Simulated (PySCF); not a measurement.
Computed IR spectrum (relative IR intensity) of a molecule C3H7BO3. Geometry: PBE0-D3(BJ)/def2-SVP. Other conformers were not sampled. These are PySCF 2.14.0 with PBE0-D3(BJ)/def2-SVP values and carry that method's errors. No scaling factor is applied to the harmonic values.

| ν (cm⁻¹) | relative intensity |
|---|---|
| 166 | 3.4 |
| 455 | 2.9 |
| 800 | 2.9 |
| 896 | 2.1 |
| 993 | 7.6 |
| 1068 | 16 |
| 1119 | 20 |
| 1149 | 20 |
| 1168 | 9.1 |
| 1197 | 3.8 |
| 1218 | 2.2 |
| 1279 | 4.1 |
| 1336 | 60 |
| 1433 | 23 |
| 1456 | 17 |
| 1468 | 2.6 |
| 1472 | 12 |
| 1530 | 8.8 |
| 1577 | 100 |
| 2987 | 25 |
| 2995 | 10 |
| 3040 | 11 |
| 3112 | 8.7 |
| 3115 | 5.8 |
| 3134 | 6.6 |
| 3145 | 4.3 |

Pick the molecule that these values belong to.
A) COB1COCO1
B) OB(O)[C@@H]1C[C@@H]1O
C) COB(C)OC=O
D) CC(=O)B(O)CO

A, COB1COCO1
